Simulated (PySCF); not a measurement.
Isomers of C8H11NSi, one GFN2-xTB conformer each. Single-point energies are computed at PBE0/pcSseg-1 (PySCF, gas phase, no added dispersion term), electronic only.

| SMILES | GFN2-xTB relative energy (kcal/mol) |
| --- | --- |
| C#CC[Si@@H]1C[C@H](C#N)[C@@H]1C | 16.3 |
| C=C1C[C@](C#N)(C(=C)C)[SiH2]1 | 0.2 |
| C/N=C/C#CC1=C[SiH2][C@H]1C | 16.9 |
| N#CC(/C=C\C1CC1)=C\[SiH3] | 0.0 |

Conformers: `[CH:1]#[C:2][CH2:3][Si@@H:4]1[CH2:5][C@H:6]([C:7]#[N:8])[C@@H:9]1[CH3:10]` with C2–C3–Si4–C5 164°, C3–Si4–C5–C6 -126°, Si4–C5–C6–C7 136°, C5–C6–C9–C10 105°, C3–Si4–C9–C6 125°; `[CH2:1]=[C:2]1[CH2:3][C@:4]([C:5]#[N:6])([C:7](=[CH2:8])[CH3:9])[SiH2:10]1` with C3–C4–C7–C8 13°, C1–C2–C3–C4 165°, C2–C3–C4–C5 -100°, C3–C4–Si10–C2 -9°, C1–C2–Si10–C4 -167°; `[N:1]#[C:2][C:3](/[CH:4]=[CH:5]\[CH:6]1[CH2:7][CH2:8]1)=[CH:9]\[SiH3:10]` with C2–C3–C4–C5 1°, C4–C5–C6–C7 148°.

**Question.** What does PBE0/pcSseg-1 give for the same structures?

**Answer.** 
```tsv
SMILES	PBE0/pcSseg-1 E (Eh)	PBE0/pcSseg-1 (kcal/mol)	GFN2-xTB (kcal/mol)	point group
C=C1C[C@](C#N)(C(=C)C)[SiH2]1	-655.01012	0.0	0.2	C1
N#CC(/C=C\C1CC1)=C\[SiH3]	-655.00408	3.8	0.0	near Cs
C#CC[Si@@H]1C[C@H](C#N)[C@@H]1C	-655.00067	5.9	16.3	C1
C/N=C/C#CC1=C[SiH2][C@H]1C	-654.96830	26.2	16.9	C1
```

GFN2-xTB puts N#CC(/C=C\C1CC1)=C\[SiH3] lowest instead; measured from each level's own lowest isomer, the values differ by up to 10.4 kcal/mol (C#CC[Si@@H]1C[C@H](C#N)[C@@H]1C: 16.3 against 5.9). As drawn, the lowest has a C≡N group, which the highest lacks; the highest has a C≡C bond and a C=N bond, which the lowest lacks. Neighbours under 2.5 kcal/mol apart (N#CC(/C=C\C1CC1)=C\[SiH3] and C#CC[Si@@H]1C[C@H](C#N)[C@@H]1C) can change places with a better method, another conformer or zero-point energy.

**Question.** Which frontier levels, dipoles and rotational constants go with these structures?

**Answer.** 
| SMILES | HOMO (eV, PBE0/pcSseg-1) | LUMO (eV) | dipole (D) | A, B, C (MHz) |
| --- | --- | --- | --- | --- |
| C=C1C[C@](C#N)(C(=C)C)[SiH2]1 | -7.45 | -0.91 | 4.07 | 1659, 888.7, 825.0 |
| N#CC(/C=C\C1CC1)=C\[SiH3] | -6.81 | -2.03 | 3.28 | 2994, 508.8, 452.5 |
| C#CC[Si@@H]1C[C@H](C#N)[C@@H]1C | -7.69 | -0.07 | 3.86 | 2475, 642.5, 576.4 |
| C/N=C/C#CC1=C[SiH2][C@H]1C | -6.86 | -1.91 | 0.98 | 3623, 395.5, 364.8 |
